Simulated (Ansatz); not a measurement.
`O=CC(F)[SiH2]Cl` + `O=COCS` → `O=COC[SiH2]Cl` + `O=CC(F)S`  (formal exchange of groups at the Si–C bond)

Gas-phase electronic energies from Ansatz, PBE0-D4/def2-TZVP geometries. CBS: MP2 limit from def2 TZ/QZ plus the TZ coupled-cluster correction, frozen cores. DFT in def2-TZVPP. HSE06 is defined as in plane-wave codes. One conformer a species, not always the lowest.

Is it downhill or uphill in electronic energy at CCSD(T)/CBS, and by how much? (An estimate is asked.)

Computed: Nearly level: ΔE = -0.03 eV.

What do these levels give: PBE-D4, HSE06-D4, CAM-B3LYP-D4, ωB97X-V, RPA@PBE/def2-TZVPP, CCSD(T)/def2-SVP? (Estimate.)

Computed: PBE-D4 -0.04, HSE06-D4 -0.02, CAM-B3LYP-D4 -0.01, ωB97X-V -0.01, RPA@PBE/def2-TZVPP -0.01, CCSD(T)/def2-SVP -0.04 eV.

What do rigid-rotor, harmonic-oscillator terms from PBE0-D4/def2-TZVP frequencies (298.15 K, 1 bar) make of the CCSD(T)/CBS value? (An estimate is asked.)

The calculation gave: ΔZPE = 0.00 eV, ΔH = -0.03 eV, ΔS = -3 J/(mol·K), ΔG = -0.02 eV. Modes under 50 cm⁻¹ make the entropy rough.

Largest T1 diagnostic among the species: 0.015.

Leaving LDA and LC-ωPBE aside and taking each functional with its dispersion term where it has one, the values, not all of them listed here, spread over 0.05 eV, from revPBE-D4 to BHLYP-D4. LDA lies −0.06 eV from PBE without D4. In def2-TZVPP, CCSD(T) changes the Hartree–Fock value by −0.11 eV (the triples alone add −0.02 eV) and MP2 by −0.12 eV.
